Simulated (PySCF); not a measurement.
Input for PySCF: R-HF/STO-3G on C4H4 (a complex), monomers drawn apart or pushed together.

```python
from pyscf import gto, scf, dft, mp
from pyscf.data.elements import chemcore

mol = gto.M(
    atom='''
    C     0.73750248   -0.13074485   -0.66725467
    C    -0.43466452    0.09780457   -0.75002764
    H     1.77855594   -0.33368749   -0.59542961
    H    -1.47549234    0.30065028   -0.82532973
    C    -0.26252919    0.02714186    5.19312398
    C    -0.34750923    0.03568799    6.38758153
    H    -0.18715791    0.01941490    4.13060920
    H    -0.42284709    0.04296320    7.44745204
    ''',
    basis='sto-3g',
    charge=0, spin=0, verbose=3, max_memory=1800)
mf = scf.RHF(mol)
mf.conv_tol = 1e-8
mf.max_cycle = 100
mf.kernel()
if not mf.converged:
    mf = mf.newton().run(mf.mo_coeff, mf.mo_occ)
```

Q: Give the final energy of this run.

A: -151.7079 hartree.
